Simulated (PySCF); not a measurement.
Working out the electron affinity of In

In⁻ [Kr] 4d10 5s2 5p2 (3P) → In [Kr] 4d10 5s2 5p1 (2P). All numbers are calculated (PySCF 2.14, the spin-free X2C one-electron Hamiltonian (Gaussian nucleus), in aug-cc-pVTZ-DK3 (8s7p5d2f, 68 functions)). Frozen: [Kr] 4d10. Energies in hartree (1 hartree = 27.21139 eV):

| part | In⁻ (lower) | In (upper) |
| --- | --- | --- |
| UHF | -5878.034619 | -5878.031821 |
| CCSD correlation | -0.052780 | -0.041523 |
| (T) | -0.002129 | -0.000783 |

Task: What does Hartree-Fock give?

Result: (-5878.031821) − (-5878.034619) = 0.002798 hartree = 0.076 eV.

Task: What do CCSD and CCSD(T) give?

Result: The CCSD correlation energies differ by 0.011257 hartree = 0.306 eV and the triples by 0.001346 hartree = 0.037 eV, so CCSD gives 0.382 eV and CCSD(T) 0.419 eV.

A first-order spin-orbit estimate adds -0.061 eV to CCSD(T) (valence), giving 0.358 eV against 0.384 eV (measured; photodetachment measurements, as compiled on the Wikipedia data page of electron affinities).

What remains against the reference includes basis incompleteness, the frozen core and higher excitations.
